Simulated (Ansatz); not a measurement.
`F[Si](F)(F)[SnH3]` → 3 F• + 3 H• + Si• + Sn•  (atomization)

Gas-phase electronic energies from Ansatz, PBE0-D4/def2-TZVP geometries. CBS: MP2 limit from def2 TZ/QZ plus the TZ coupled-cluster correction, frozen cores. This one scheme is used for every species, atoms too. DFT in def2-TZVPP. B3LYP here is the variant with VWN-RPA as its local correlation; programs differ in this. Open shells (•) are unrestricted, without spin–orbit coupling. Spin–orbit coupling would lower the free atoms: a little for F, Si; strongly for Sn. def2 core potentials past Kr. Bonds to Sn are less sure, by a few kJ/mol each and by 10 to 20 or more in all where they break to atoms, as the def2 sets lack core-valence functions.

Q: What is ΔE at CCSD(T)/CBS? (An estimate is asked.)

A: Computed: +28.85 eV.

Q: What do these levels give: revPBE-D4, B3LYP-D4, CAM-B3LYP-D4, MP2/def2-SVP, CCSD/def2-SVP, MP2/def2-QZVPP? (Estimate.)

A: Computed: revPBE-D4 27.66, B3LYP-D4 28.19, CAM-B3LYP-D4 28.63, MP2/def2-SVP 26.64, CCSD/def2-SVP 25.70, MP2/def2-QZVPP 29.12 eV.

Largest T1 diagnostic among the species: 0.013.

From BLYP to BHLYP (50 % exact exchange), in def2-TZVPP and without D4, ΔE moves by −0.69 eV: exact exchange takes away binding that semilocal exchange gives to molecules. In def2-TZVPP, CCSD(T) changes the Hartree–Fock value by +6.99 eV (the triples alone add +0.42 eV) and MP2 by +7.60 eV; breaking electron pairs costs correlation energy, which Hartree–Fock lacks.

For atomizations the MP2-based limit and the directly extrapolated one differ by several kJ/mol either way, and by 10 to 25 for some Ge, Se and Sn compounds, so smaller differences from it don't rank the levels.
